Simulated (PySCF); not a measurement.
AlCl₂HSe, SMILES [Cl][Al]([Cl])[SeH]. Geometry optimised at PBE-D3(BJ)/def2-SVP. The structure was generated by enumeration; whether it is a known compound was not checked. One conformer was computed; it need not be the lowest.

These are PBE-D3(BJ)/def2-SVP in PySCF values and carry that method's errors.

Harmonic wavenumbers (cm⁻¹): 101, 126, 177, 236, 299, 538, 553, 629, 2357. Rotational constants (GHz): 2.138, 1.153, 0.7491; symmetry number 1.

Q: Work out the zero-point energy and the ideal-gas rigid-rotor harmonic-oscillator thermochemistry at 298.15 K and 1 atm.

A: ZPE = ½ Σ hcν = ½ × 5017 cm⁻¹ = 7.17 kcal/mol. H − E(el) = 11.72 kcal/mol. Entropy in cal/(mol K): translation 41.43, rotation 29.54, vibration 13.56, total 84.54. G − E(el) = -13.48 kcal/mol. Cp = 20.43 cal/(mol K). Modes under 150 cm⁻¹ make the vibrational entropy uncertain.
